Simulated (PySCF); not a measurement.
# Polarisability and C₆ of Ar⁺ (argon, charge +1)

[Ne] 3s2 3p5, 2P determinant. All numbers are calculated (PySCF 2.14, the spin-free X2C one-electron Hamiltonian (Gaussian nucleus), in aug-cc-pCVTZ-DK (8s7p5d3f, 75 functions)). Coupled (time-dependent) response in atomic units; α is the mean over directions.

```json
{"method": "UHF", "mean α (bohr³)": "6.791", "α xx, yy, zz": "6.657, 6.859, 6.859", "C₆ (like pair)": "30.63", "S(−4)": "9.474"}
{"method": "PBE", "mean α (bohr³)": "7.048", "α xx, yy, zz": "6.833, 7.155, 7.155", "C₆ (like pair)": "32.02", "S(−4)": "10.62"}
{"method": "PBE0", "mean α (bohr³)": "6.925", "α xx, yy, zz": "6.739, 7.018, 7.018", "C₆ (like pair)": "31.33", "S(−4)": "10.09"}
{"method": "TPSSh", "mean α (bohr³)": "6.929", "α xx, yy, zz": "6.735, 7.026, 7.026", "C₆ (like pair)": "31.57", "S(−4)": "10.00"}
{"method": "M06-2X", "mean α (bohr³)": "6.959", "α xx, yy, zz": "6.815, 7.031, 7.031", "C₆ (like pair)": "31.07", "S(−4)": "10.46"}
```

S(−4) is the Cauchy moment in α(ω) = α(0) + S(−4) ω² + …

α(iu) at UHF:

```csv
u (hartree),α(iu) (bohr³)
0,6.791
0.0500,6.768
0.100,6.698
0.200,6.435
0.300,6.043
0.500,5.077
0.750,3.901
1.00,2.971
1.50,1.799
2.00,1.181
3.00,0.6171
5.00,0.2642
```

A single London oscillator, α(iu) = α/(1 + u²/ω²), gives C₆ = (3/4) ω α². Matching the computed C₆ needs ω = 4 × 30.63 / (3 × 6.791²) = 0.886 hartree.

For an ion, C₆ is the dispersion term alone; charge-induced terms of lower order in 1/R come first.

The components differ because the open shell of this determinant is not spherical; for a pure term their mean is the scalar polarisability.
